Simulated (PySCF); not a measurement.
# IrF: frontier orbitals

ωB97X-V at R = 1.850 Å; PySCF, spin-free X2C with a Gaussian nucleus, basis sets Ir x2c-TZVPPall, F x2c-TZVPPall. State: triplet, unpaired electrons π ↑, δ ↑, a mixture of terms (⟨Lz²⟩ = 5.9). Only the outer orbitals are listed, counted within each symmetry.

```tsv
spin	orbital	occ.	ε (eV)	on Ir (%)	main shells (%)
α	15σ	1	-15.53	25	73 F p, 20 Ir d
α	8π	1	-14.77	25	75 F p, 24 Ir d
α	8π	1	-14.49	23	77 F p, 22 Ir d
α	4δ	1	-11.19	100	98 Ir d
α	9π	1	-10.72	78	76 Ir d, 22 F p
α	4δ	1	-10.60	100	100 Ir d
α	9π	1	-10.23	80	78 Ir d, 20 F p
α	16σ	1	-9.71	94	47 Ir d, 47 Ir s
α	17σ	0	-1.33	92	43 Ir s, 26 Ir d, 22 Ir p
α	10π	0	1.39	99	97 Ir p
α	10π	0	1.48	100	97 Ir p
β	15σ	1	-15.36	21	76 F p, 17 Ir d
β	8π	1	-14.31	18	82 F p, 17 Ir d
β	8π	1	-13.76	11	88 F p, 10 Ir d
β	4δ	1	-9.90	100	100 Ir d
β	9π	1	-9.55	85	82 Ir d, 15 F p
β	16σ	1	-9.14	96	54 Ir d, 42 Ir s
β	17σ	0	-1.38	98	47 Ir d, 41 Ir s, 10 Ir p
β	9π	0	-1.02	93	87 Ir d
β	18σ	0	-0.66	94	72 Ir d, 15 Ir p
```

Task: Which are the highest filled and the lowest empty level, where do they sit, and how wide is the gap?

Result: Highest filled β 16σ at -9.14 eV (in %: 54 Ir d, 42 Ir s); lowest empty β 17σ at -1.38 eV (in %: 47 Ir d, 41 Ir s, 10 Ir p); the gap at ωB97X-V is 7.76 eV.

```json
{"bond order (Mayer)": "1.07", "⟨S²⟩": "2.003", "charge on Ir (Mulliken, basis-dependent)": "0.35", "charge on Ir (Löwdin, basis-dependent)": "0.20", "dipole moment (positive dipole means Ir(−)F(+))": "-3.56 D"}
```

Spin–orbit coupling is left out. The state is the lowest single determinant that the PBE0 search found; with open d or f shells the true ground state can be another one.
